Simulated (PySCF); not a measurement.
Ga, charge +1, singlet; SCAN/6-31G* (PySCF).

Here is a job for PySCF.
```python
from pyscf import gto, scf, dft

mol = gto.M(
    atom='''
Ga    0.00000000    0.00000000    0.00000000
''',
    basis='6-31g*',
    charge=1,
    verbose=4,
)

mf = dft.RKS(mol)
mf.xc = 'scan'
mf.kernel()
```

What the program printed (banner, timings and long lists left out):

```
PySCF version 2.14.0

[INPUT] verbose = 4
[INPUT] num. atoms = 1
[INPUT] num. electrons = 30
[INPUT] charge = 1
[INPUT] spin (= nelec alpha-beta = 2S) = 0
[INPUT] symmetry False subgroup None
[INPUT] Mole.unit = angstrom
[INPUT] Symbol           X                Y                Z      unit          X                Y                Z       unit  Magmom
[INPUT]  1 Ga     0.000000000000   0.000000000000   0.000000000000 AA    0.000000000000   0.000000000000   0.000000000000 Bohr   0.0

nuclear repulsion = 0
number of shells = 12
number of NR pGTOs = 95
number of NR cGTOs = 32
basis = 6-31g*
ecp = {}

******** <class 'pyscf.dft.rks.RKS'> ********
method = RKS
initial guess = minao
damping factor = 0
level_shift factor = 0
DIIS = <class 'pyscf.scf.diis.CDIIS'>
diis_start_cycle = 1
diis_space = 8
diis_damp = 0
SCF conv_tol = 1e-09
SCF conv_tol_grad = None
SCF max_cycles = 50
direct_scf = True
direct_scf_tol = 1e-13
XC library pyscf.dft.libxc version 7.1.2
    S. Lehtola, C. Steigemann, M. J. T. Oliveira, and M. A. L. Marques,  SoftwareX 7, 1–5 (2018)
XC functionals = scan
    J. Sun, A. Ruzsinszky, and J. P. Perdew,  Phys. Rev. Lett. 115, 036402 (2015)
    J. Sun, A. Ruzsinszky, and J. P. Perdew,  Phys. Rev. Lett. 115, 036402 (2015)
radial grids:
    Treutler-Ahlrichs [JCP 102, 346 (1995); DOI:10.1063/1.469408] (M4) radial grids

becke partition: Becke, JCP 88, 2547 (1988); DOI:10.1063/1.454033
pruning grids: <function nwchem_prune>
grids dens level: 3
symmetrized grids: False
atomic radii adjust function: <function treutler_atomic_radii_adjust>
small_rho_cutoff = 0
Set gradient conv threshold to 3.16228e-05
Initial guess from minao.
tot grids = 20904
init E= -1924.15081608808
  HOMO = -0.319612094861679  LUMO = -0.0859352996364593  gap/eV = 6.35867
cycle= 1 E= -1924.42944262675  delta_E= -0.279  |g|= 0.462  |ddm|= 0.554
  HOMO = -0.645452948687976  LUMO = -0.362968770058154  gap/eV = 7.68679
cycle= 2 E= -1924.42468521092  delta_E= 0.00476  |g|= 0.636  |ddm|= 0.925
  HOMO = -0.621392878681293  LUMO = -0.343645359883342  gap/eV = 7.55789
cycle= 3 E= -1924.46025510433  delta_E= -0.0356  |g|= 0.0258  |ddm|= 0.174
  HOMO = -0.609944990166832  LUMO = -0.331117784938431  gap/eV = 7.58727
cycle= 4 E= -1924.46036490561  delta_E= -0.00011  |g|= 0.00447  |ddm|= 0.0238
  HOMO = -0.609296193808572  LUMO = -0.329814555292734  gap/eV = 7.60508
cycle= 5 E= -1924.46036790376  delta_E= -3e-06  |g|= 0.000103  |ddm|= 0.0102
  HOMO = -0.609301795397323  LUMO = -0.329800985210754  gap/eV = 7.60560
cycle= 6 E= -1924.46036791278  delta_E= -9.02e-09  |g|= 1.11e-05  |ddm|= 0.000732
  HOMO = -0.60930181133244  LUMO = -0.329798875371909  gap/eV = 7.60566
cycle= 7 E= -1924.46036791285  delta_E= -7.32e-11  |g|= 1.06e-07  |ddm|= 7.16e-05
  HOMO = -0.609301790369746  LUMO = -0.329798869297474  gap/eV = 7.60566
Extra cycle  E= -1924.46036791285  delta_E= 4.55e-13  |g|= 1.33e-07  |ddm|= 5.12e-07
converged SCF energy = -1924.46036791285
```
